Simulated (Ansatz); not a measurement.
Computed with Ansatz on PBE0-D4/def2-TZVP structures; ΔE is electronic, products minus reactants. CBS: MP2 limit from def2 TZ/QZ plus the TZ coupled-cluster correction, frozen cores. This one scheme is used for every species. DFT in def2-TZVPP. For Se outer-core shells are correlated without core-valence functions, which leaves a few kJ/mol of doubt a bond. Scalar relativity is left out up to krypton. Each species was taken in one conformer, which may not be the lowest.

Consider the substitution at a C–B bond: `ClBC1C[SiH2]1` + H₂Se → `[SeH]C1C[SiH2]1` + `BCl`.

```
             level  ΔE (kJ/mol)
           PBE0-D4        108.7
           ωB97M-V        105.9
            B2PLYP        100.0
            r2SCAN        111.1
     HF/def2-TZVPP         89.8
CCSD(T)/def2-TZVPP        100.1
     MP2/CBS(def2)        103.2
    CCSD/CBS(def2)        100.2
```

Q: What does CCSD(T)/CBS give? (Best estimate.)

A: Computed: +101.9 kJ/mol. The listed levels differ from it by 6.8, 4.0, -1.9, 9.2, -12.1, -1.8, 1.3, -1.7 kJ/mol.

Largest T1 diagnostic among the species: 0.012.

In def2-TZVPP, CCSD(T) changes the Hartree–Fock value by +10.3 kJ/mol (the triples alone add +1.7 kJ/mol) and MP2 by +11.6 kJ/mol.
